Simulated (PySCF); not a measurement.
**Two-component Hartree-Fock for Hf⁵⁵⁺ (hafnium, charge +55)**

Start: [Ne] 3s2 3p5; 3p1/2 filled at m_j = -1/2, +1/2; 3p3/2 filled at m_j = -1/2, +1/2, +3/2. Calculated with PySCF 2.14 in an uncontracted even-tempered set (18 s from 16 bohr⁻², ratio 2.4; 14 p from 21 bohr⁻², ratio 2.4; 4 d from 75 bohr⁻², ratio 2.6; 4 f from 110 bohr⁻², ratio 2.6): generalised Hartree-Fock with the X2C-1e Hamiltonian and a Gaussian nucleus; one run each with spin-orbit coupling (SO) switched off, then screened by Boettger's factors.

```
spinor shell  electrons  ε, spin-free (eV)  ε, screened SO (eV)  weight of nominal j (screened SO)  rms radius, screened SO (bohr)
       1s1/2          2           -69736.2             -69715.7                              1.000                          0.0215
       2s1/2          2           -15271.2             -15264.0                              1.000                          0.0858
       2p1/2          2           -13904.6             -14770.6                              1.000                          0.0729
       3s1/2          2            -5982.9              -5980.3                              1.000                           0.207
       3p1/2          2            -5567.5              -5786.4                              1.000                           0.197
       3p3/2          3            -5567.5              -5475.1                              1.000                           0.208
```

(1) Where does 2p3/2 lie, and what is the 2p spin-orbit splitting (screened SO)?

| quantity | spin-free | screened SO |
| --- | --- | --- |
| E (hartree) | -11957.79519 | -11976.56094 |
| M_J | 3/2 | 3/2 |
| ⟨J²⟩ | 3.750 | 3.750 |
| ⟨L²⟩ | 2.000 | 2.041 |
| ⟨S²⟩ | 0.750 | 0.790 |

Each row is a mean over spinors that exchange with the open shell spreads, by up to 27.264 eV (3s1/2).

Breit and QED terms are absent; they matter most for the inner s and p1/2 levels.

Densities and radii are taken from the X2C orbitals without a picture-change correction, which distorts them close to the nucleus.

Without spin-orbit coupling the j labels of p, d and f shells carry no meaning; the spin-free column gives the mean over the occupied spinors of each nl shell.

Answers

(1) At -13546.6 eV, 1223.9 eV above 2p1/2.
